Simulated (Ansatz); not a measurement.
`O=CCCBr` at its PBE0-D4/def2-TZVP geometry, where that method's forces vanish. The species carries charge 0 and has multiplicity 1.

```xyz
10

O     0.7533   -1.9033   -1.3732
C     0.0834   -1.2568   -0.6208
C     0.0539    0.2493   -0.5952
C    -0.2384    0.8134    0.7717
Br    1.1706    0.3556    2.0352
H    -0.5991   -1.7527    0.1058
H     0.9867    0.6329   -1.0114
H    -0.7573    0.5554   -1.2724
H    -1.1563    0.4074    1.1952
H    -0.2967    1.8987    0.7652
```

Task: What forces (eV/Å) does PBE-D4/def2-TZVPP give on these atoms in Ansatz 0.2.0? (Estimate.)

Result: The calculation gave: 
```
O1   0.657 -0.659 -0.734
C2  -0.420  0.428  0.461
C3  -0.009  0.058  0.071
C4  -0.099  0.065 -0.104
Br5  0.275 -0.088  0.252
H6  -0.202 -0.100  0.215
H7   0.185  0.084 -0.104
H8  -0.163  0.068 -0.148
H9  -0.198 -0.084  0.085
H10 -0.026  0.229  0.008
```
